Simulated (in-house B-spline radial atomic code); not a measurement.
## KLI/ALDAx excitations of S V (S4+)

Method: KLI/ALDAx. Computed with a B-spline radial code for spherical atoms: linear response of the closed shell [Ne] 3s2 with the adiabatic LDA exchange kernel on the exchange-only KLI potential; scalar-relativistic (spin-free one-electron X2C), finite nucleus, no spin-orbit coupling, no double excitations, S, P, D and F terms only.

Command:
```bash
python run_td.py task.json out
```
Settings (radii: box in bohr, nucleus in fm):
```
Z                        16
electrons                12
configuration            [Ne] 3s2
hamiltonian              x2c
method                   kli
box_radius               19.1
rms_radius               3.2611
intervals                106
```

Time taken, with all properties: 0.8 s on 1 thread of Arm Neoverse N1, with other jobs on the host.

The lowest states, in the order of their Tamm-Dancoff energies; the method's threshold (minus the highest occupied level) is 70.95 eV. Labels give the largest channel, * marks a mixed state, and oscillator strengths are full-response dipole values. Semilocal kernels can invert the small singlet-triplet splittings of Rydberg terms. Energies in eV:

| state | full response | Tamm-Dancoff | oscillator strength |
| --- | --- | --- | --- |
| 3s → 3p 3P | 9.497 | 9.846 | - |
| 3s → 3p 1P | 16.073 | 16.772 | 1.37 |
| 3s → 3d 3D | 26.933 | 27.044 | - |
| 3s → 3d 1D | ? | ? | - |
| 3s → 4s 3S | 37.07 | 37.08 | - |
| 3s → 4s 1S | 38.52 | 38.55 | - |
| 3s → 4p 3P | 41.38 | 41.40 | - |
| 3s → 4p 1P | 42.08 | 42.12 | 0.101 |
| 3s → 4d 3D | 47.31 | 47.32 | - |
| 3s → 4d 1D | ? | ? | - |

Where does 3s → 3d 1D lie?

At 29.851 eV in full response, 29.865 eV in Tamm-Dancoff.

Where does 3s → 4d 1D lie?

At 47.76 eV in full response, 47.76 eV in Tamm-Dancoff.

How large is the singlet-triplet splitting of 3s → 3p (P terms) in Tamm-Dancoff?

6.93 eV, from the unrounded values.

What polarisabilities and dispersion coefficient does the method give?

Dipole 4.097 bohr³, quadrupole 6.321 bohr⁵, C6 7.898 hartree·bohr⁶ for two such species.
